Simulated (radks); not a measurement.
Values are calculated unless marked as measured or tabulated.
The tellurium anion Te- inside a hard spherical wall (all orbitals vanish at R), configuration held at [Kr] 4d10 5s2 5p5 and not refilled when levels cross. Code: a radial shooting solver on a logarithmic mesh with Libxc functionals. Model: scalar-relativistic Kohn-Sham, r2SCAN, spin-polarised, spherical densities, finite nucleus; open shells are filled with parallel spins first (spin-orbit coupling, left out, can overturn this in heavy ions); meta-GGA in the generalised Kohn-Sham scheme; Fermi nuclear charge, rms radius 4.7423 fm. Eigenvalues in eV for spin up, with the zero of energy where the potential of the charges vanishes at infinity; a dash marks a level that is unbound or too diffuse for the functional's potential to be trusted. A positive occupied level is held by the wall or, in an anion where self-interaction has pushed it up, behind a barrier. The pressure on the wall is -dE/dV.

| R (bohr) | E (hartree) | kinetic (hartree) | e(4p) | e(4d) | e(5s) | e(5p) | e(6s, empty) | e(5d, empty) | pressure (GPa) |
|---|---|---|---|---|---|---|---|---|---|
| 20 | -6795.29204 | 7119.676 | -110.12 | -35.392 | -8.980 | -0.028 | 2.482 | 3.035 | < 0.0001 |
| 15 | -6795.29199 | 7119.676 | -110.10 | -35.380 | -8.968 | -0.018 | 3.218 | 4.302 | 0.000388 |
| 12 | -6795.29160 | 7119.679 | -110.05 | -35.329 | -8.921 | 0.024 | 3.975 | 5.598 | 0.00533 |
| 10 | -6795.28997 | 7119.690 | -109.92 | -35.194 | -8.800 | 0.133 | 4.879 | 6.799 | 0.0393 |
| 7 | -6795.26279 | 7119.842 | -108.79 | -34.079 | -7.887 | 1.016 | 8.803 | 9.893 | 1.37 |
| 6 | -6795.21137 | 7120.101 | -107.48 | -32.788 | -6.899 | 2.066 | 12.627 | 12.190 | 5.58 |
| 3 | -6791.78316 | 7132.772 | -84.353 | -10.641 | 14.773 | 28.818 | 95.524 | 53.905 | 1440 |
| 2.5 | -6787.17426 | 7148.463 | -69.390 | 3.623 | 35.607 | 54.098 | 164.56 | 88.138 | 5520 |
| 2 | -6773.46292 | 7193.535 | -39.740 | 33.447 | 90.210 | 117.43 | 317.77 | 165.12 | 27900 |
